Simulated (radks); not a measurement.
Q: Numerical settings for neutral zinc, [Ar] 3d10 4s2. Method: Dirac Kohn-Sham, LDA (Slater exchange, Perdew-Wang correlation), spin-unpolarised, spherical densities, point nucleus; computed with a radial shooting solver on a logarithmic mesh with Libxc functionals. The defaults (mesh step 0.008 in ln r, mesh end at 40 bohr or more with all orbitals vanishing there, Anderson mixing 0.5 over 9 steps, residual threshold near 1e-9 with the energy settled to 1e-9 hartree or 1e-11 of itself, here a cap of 58 iterations) give E = -1793.3854 hartree and 4s1/2 at -6.219 eV in 15 iterations. Run on one thread of a shared host, so times are rough (Arm Neoverse V1): 0.11 s of CPU time, 0.11 s wall, 15 iterations on 2669 mesh points. One setting is changed at a time: mesh step in ln r 0.08; mesh step in ln r 0.2; mesh step in ln r 0.005; mesh end (bohr) 1; mesh end (bohr) 2; residual threshold 0.01; residual threshold 0.1; mixing 0.01; linear mixing, mixing 0.2; linear mixing, mixing 0.05; mixing history 2; iteration cap 5. Which runs fail to converge, and which converge to a wrong energy?

A: Not converged within the cap: mesh step in ln r 0.2; mixing 0.01; linear mixing, mixing 0.2; linear mixing, mixing 0.05; iteration cap 5. Settled on a wrong energy, with an occupied level pushed above zero by the early mesh end: mesh end (bohr) 1 (+106 hartree); mesh end (bohr) 2 (+6.27 hartree). Apart from these: no run marked as converged misses the energy by more than 1 mhartree.
